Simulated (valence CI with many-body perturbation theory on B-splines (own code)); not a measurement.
**Er61+ in brief**

Level of theory: relativistic CI+MBPT: five valence electrons over a frozen Dirac-Fock core [He], radial functions for each j: 9 s, 9 p, 8 d, 6 f, 3 g, 1 h, with the one-electron correlation potential Σ1, the two-electron term Σ2, the three-electron term Σ3, Breit, model QED; selected CI, second order for the rest, scaled by the run's own slope (own B-spline code, finite nucleus).

No measured spectrum was set against this ion. As an estimate, large intervals hold to a few tenths of a per cent, small ones and those within an open d or f shell to about a per cent. Among the levels kept, up to 4000 cm⁻¹ of a level comes from second order outside the variational space, and about a tenth of that is noise between levels of different J, which matters for small intervals.

Levels are named by their leading jj configuration (3d3/2^4 stands for four electrons in 3d with j = 3/2), which in mixed levels can hold well under half, so a name can repeat and another be missing.

Rates and lifetimes use the calculated energies. Strong lines usually hold to 10 to 20 %, long lifetimes can be off by a factor of two.

**Question.** What is the ground level?

**Answer.** (2s^2 2p1/2^2 2p3/2) J=3/2, composition 48 % 2s²2p³ ²P° + 27 % 2s²2p³ ²D° + 24 % 2s²2p³ ⁴S°, g = 1.323.

**Question.** Where does the other parity begin?

**Answer.** At (2s 2p1/2^2 2p3/2^2) J=5/2, 91.14 Ry.

**Question.** Among levels below 665.69 Ry, which E1 lines absorb most strongly from the ground level?

**Answer.** to (2s^2 2p1/2^2 3d5/2) J=5/2 at 0.1557 nm, f = 0.546; to (2s^2 2p1/2 2p3/2 3d3/2) J=5/2 at 0.1399 nm, f = 0.502; to (2s^2 2p1/2 2p3/2 3d3/2) J=3/2 at 0.1398 nm, f = 0.280.

**Question.** How well does LS coupling describe the low levels?

**Answer.** Among the lowest 20 levels the leading LS term, summed over configurations, holds 63 % on average. For single configurations the figures are 63 % in LS and 100 % in jj coupling. Terms mix most in the J = 3/2 level at 573.06 Ry, where the leading one holds 34 %.

**Question.** What are the static dipole polarisabilities of the lowest levels?

**Answer.** (2s^2 2p1/2^2 2p3/2) J=3/2 0.000109 (tensor 2.2e-05) bohr³, of which the core gives 3.25e-07.

**Question.** Name the longest-lived excited levels whose lifetime is computed, and their main decay.

**Answer.** (2s^2 2p1/2 2p3/2^2) J=5/2 at 70.47 Ry lives 750 ps, mostly by M1 to (2s^2 2p1/2^2 2p3/2) J=3/2; (2s^2 2p1/2 2p3/2^2) J=1/2 at 73.83 Ry lives 223 ps, mostly by M1 to (2s^2 2p1/2^2 2p3/2) J=3/2; (2s^2 2p1/2 2p3/2^2) J=3/2 at 68.81 Ry lives 128 ps, mostly by M1 to (2s^2 2p1/2^2 2p3/2) J=3/2.

**Question.** What is the ionisation energy?

**Answer.** 13855 eV; NIST lists 13855 ± 12 eV (theoretical).
